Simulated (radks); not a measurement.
Results of a calculation; reference values are marked as such.
Ionisation of the potassium ion K2+, [Ne] 3s2 3p5, to [Ne] 3s2 3p4 as the strength of local exchange is varied. Level of theory: non-relativistic Kohn-Sham, Slater X-alpha exchange (alpha = 2/3 is LDA exchange), no correlation, spin-unpolarised, spherical densities, point nucleus (a radial shooting solver on a logarithmic mesh with Libxc functionals).

alpha  E(K2+) (hartree)  exchange (hartree)  IE (eV)  -e of the level emptied (eV)  <r> of it (bohr)
0.631        -593.86274           -27.92972   44.601                   36.988 (3p)             1.369
0.667        -595.45792           -29.58681   45.348                   37.700 (3p)             1.362
0.685        -596.25679           -30.41792   45.724                   38.058 (3p)             1.358
0.75         -599.14876           -33.43344   47.094                   39.367 (3p)             1.344
0.844        -603.35078           -37.83383   49.111                   41.296 (3p)             1.325
0.918        -606.67521           -41.33080   50.728                   42.847 (3p)             1.311
0.975        -609.24580           -44.04413   51.992                   44.060 (3p)             1.300

NIST Atomic Spectra Database: 45.803 eV (semi-empirical). The Delta-SCF value meets it near alpha = 0.69. Spin polarisation and multiplet splitting are left out, so open shells lie too high by an amount that depends on their filling.

Beside tabulated values, note that spin-unpolarised runs miss the spin-polarisation part of the exchange energy of open shells.
